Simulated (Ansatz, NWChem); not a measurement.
**How basis sets differ on GeH4 (germane)**

The species is GeH4 (5 atoms), meant as a singlet with charge 0. As SMILES, `[GeH4]`. Geometry: relaxed at PBE0-D4/def2-TZVP. The run starts from this shape.

Quantity: the adiabatic ionisation energy (to the doublet cation, no zero-point term), in eV. The values are calculated.

| level | kind | program | value (eV) | CPU time (all runs) |
| --- | --- | --- | --- | --- |
| HF/STO-3G | Hartree–Fock | Ansatz | 9.60 | 2.5 s |
| HF/3-21G | Hartree–Fock | Ansatz | 10.13 | 2.5 s |
| HF/6-31G* (spherical functions) | Hartree–Fock | NWChem | 10.25 | 2 min |
| HF/6-31G* (Cartesian functions) | Hartree–Fock | Ansatz | 10.25 | 7.3 s |
| HF/cc-pVTZ | Hartree–Fock | Ansatz | 10.20 | 17 s |

All-electron rows without a relativistic Hamiltonian named are non-relativistic. The values span 9.60 to 10.25 eV. Without the sets that lack polarisation functions the rows with a basis span only 10.20 to 10.25 eV. Times are those of the runs behind each value, whatever else they computed, on shared processors of several kinds: orders of magnitude only.
